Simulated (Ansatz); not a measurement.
`[SiH3][SiH]1O[CH2][AlH]1` + `BOC` → `[CH2]1O[SiH2][AlH]1` + `COB[SiH3]`  (redistribution)

Calculated with Ansatz (gas phase, PBE0-D4/def2-TZVP geometries, no zero-point term in ΔE). CCSD(T)/CBS adds triple-zeta CCSD(T) − MP2 to the extrapolated MP2 energy (def2 sets, frozen cores). DFT in def2-TZVPP. One conformer a species, not always the lowest.

`[SiH3][SiH]1O[CH2][AlH]1`:

Z-matrix (Å, degrees):
```
Si
Si 1 2.345
H 1 1.489 2 112.8
H 1 1.490 2 108.7 3 120.3
H 1 1.489 2 110.3 3 -121.2
O 2 1.682 1 111.7 3 61.9
Al 2 2.423 1 123.2 3 150.6
H 2 1.497 1 107.2 3 -59.8
C 6 1.446 2 113.0 1 120.8
H 7 1.591 2 152.2 1 70.6
H 9 1.096 6 109.3 2 -121.8
H 9 1.097 6 109.1 2 122.0
```

`BOC`:

Z-matrix (Å, degrees):
```
C
O 1 1.413
H 1 1.092 2 108.8
H 1 1.092 2 108.9 3 118.3
H 1 1.094 2 111.3 3 -120.8
B 2 1.339 1 122.3 3 121.0
H 6 1.196 2 116.9 1 180.0
H 6 1.204 2 120.2 1 0.0
```

`[CH2]1O[SiH2][AlH]1`:

```xyz
9

C    -0.266   -1.180   -0.346
O    -0.431   -0.566    0.954
Si    0.050    1.039    0.999
Al    0.469    0.414   -1.306
H    -1.234   -1.561   -0.690
H     0.398   -2.048   -0.254
H     1.135    1.246    2.004
H    -1.075    1.923    1.426
H     0.954    0.734   -2.787
```

`COB[SiH3]`:

Cartesian coordinates in Å:
```
C -0.736 -1.938 -0.492
O 0.027 -0.745 -0.506
B -0.185 0.257 0.359
Si 0.966 1.919 0.243
H -0.062 -2.782 -0.337
H -1.226 -2.052 -1.461
H -1.488 -1.915 0.302
H -1.059 0.139 1.185
H 0.108 3.113 -0.008
H 1.659 2.151 1.544
H 1.997 1.852 -0.829
```

Problem. Is it downhill or uphill in electronic energy at CCSD(T)/CBS, and by how much? (An estimate is asked.)

Solution. Ansatz gave: Uphill: ΔE = +26.1 kJ/mol.

Problem. What do these levels give: PBE-D4, PBE0-D4, r2SCAN, CCSD/def2-TZVPP, CCSD(T)/def2-TZVPP, HF/CBS(def2)? (Best estimate.)

Solution. Computed: PBE-D4 29.6, PBE0-D4 29.5, r2SCAN 27.4, CCSD/def2-TZVPP 23.6, CCSD(T)/def2-TZVPP 24.7, HF/CBS(def2) 21.6 kJ/mol.

Largest T1 diagnostic among the species: 0.014.

The D4 term adds +3.7 kJ/mol with B3LYP and +2.2 kJ/mol with PBE0; it sums over pairs of atoms, weighted by their polarisabilities, and B3LYP, whose exchange is more repulsive, gets the larger term.

B3LYP here is the variant with VWN-RPA as its local correlation; programs differ in this.
